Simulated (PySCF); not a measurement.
## Molecular orbitals of GeBi

BLYP at R = 2.526 Å; PySCF, scalar-relativistic core potentials, basis sets Ge def2-SVP, Bi def2-SVP with ECP60. State: ²Π (doublet), unpaired electrons π ↑. Only the outer orbitals are listed, counted within each symmetry, core potentials removing the inner ones.

```csv
spin,orbital,occ.,ε (eV),on Ge (%),main shells (%)
α,10σ,1,-14.77,18,"81 Bi s, 14 Ge s"
α,11σ,1,-10.75,77,"77 Ge s, 15 Bi s"
α,6π,1,-5.40,33,"66 Bi p, 33 Ge p"
α,12σ,1,-5.15,49,"50 Bi p, 41 Ge p"
α,6π,1,-4.86,36,"63 Bi p, 36 Ge p"
α,7π,0,-3.05,66,"66 Ge p, 33 Bi p"
α,7π,0,-2.60,63,"63 Ge p, 36 Bi p"
α,13σ,0,0.04,53,"56 Ge p, 50 Bi p"
β,10σ,1,-14.47,19,"80 Bi s, 15 Ge s"
β,11σ,1,-10.53,77,"76 Ge s, 16 Bi s"
β,12σ,1,-5.00,49,"49 Bi p, 42 Ge p"
β,6π,1,-4.72,39,"61 Bi p, 38 Ge p"
β,6π,0,-4.77,38,"62 Bi p, 37 Ge p"
β,7π,0,-2.55,62,"62 Ge p, 37 Bi p"
β,7π,0,-2.51,61,"60 Ge p, 38 Bi p"
```

Which are the highest filled and the lowest empty level, where do they sit, and how wide is the gap?

Highest filled β 6π at -4.72 eV (in %: 61 Bi p, 38 Ge p); lowest empty β 6π at -4.77 eV (in %: 62 Bi p, 37 Ge p); the gap at BLYP is -0.05 eV. Both belong to one degenerate shell, split only by its one-sided filling, so this is no excitation gap.

```json
{
 "bond order (Mayer)": "2.32",
 "⟨S²⟩": "0.751",
 "charge on Ge (Mulliken, basis-dependent)": "0.03",
 "charge on Ge (Löwdin, basis-dependent)": "-0.05",
 "dipole moment (positive dipole means Ge(−)Bi(+))": "0.21 D"
}
```

These are scalar-relativistic numbers at best; spin–orbit coupling would shift them, the dissociation energy most. The state was picked by a PBE0 search and need not be the measured ground state.
